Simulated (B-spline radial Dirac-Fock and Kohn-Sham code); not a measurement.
Compton profile of Mo¹⁹⁺

System: molybdenum as Mo¹⁹⁺ in the configuration [Ar] 3d5.

The computed values come from a radial finite-basis atomic code: the impulse approximation on configuration-average Dirac-Fock orbitals. pz is in atomic units of momentum; subshell profiles are per electron, for a selection of subshells; open shells are spread over both j values by their weights.

```tsv
pz	J total	J 3s1/2	J 3p1/2	J 3d3/2	J 3d5/2
0	1.641	0.161	0.0966	0.0658	0.0662
0.31	1.636	0.159	0.0966	0.0658	0.0662
0.46	1.632	0.157	0.0966	0.0658	0.0662
0.67	1.622	0.152	0.0966	0.0658	0.0662
0.98	1.600	0.143	0.0963	0.0658	0.0662
1.4	1.558	0.127	0.0954	0.0658	0.0662
2.1	1.458	0.0947	0.0911	0.0655	0.0659
3.1	1.264	0.0522	0.0775	0.0638	0.0641
4.5	0.9577	0.0196	0.0492	0.0562	0.0564
6.6	0.5911	0.0116	0.0160	0.0367	0.0366
9.6	0.3243	0.00883	0.00372	0.0144	0.0142
14	0.1604	0.00201	0.00312	0.00299	0.00291
20	0.06966	0.000359	0.00154	0.000390	0.000372
30	0.02274	0.000285	0.000292	2.26e-05	2.09e-05
44	0.006721	0.000105	3.57e-05	1.07e-06	< 1e-6
64	0.001632	2.30e-05	3.49e-06	< 1e-6	< 1e-6
94	0.0003061	3.77e-06	< 1e-6	< 1e-6	< 1e-6
140	4.738e-05	< 1e-6	< 1e-6	< 1e-6	< 1e-6
```

J(0) = 1.641. The 3p3/2 subshell gives the largest part, 24 %.

Mean momentum ⟨p⟩ by subshell (a.u.): 1s1/2 37.4, 2s1/2 13.1, 2p1/2 17.6, 2p3/2 17.0, 3s1/2 6.54, 3p1/2 7.77, 3p3/2 7.61, 3d3/2 9.04, 3d5/2 8.98.
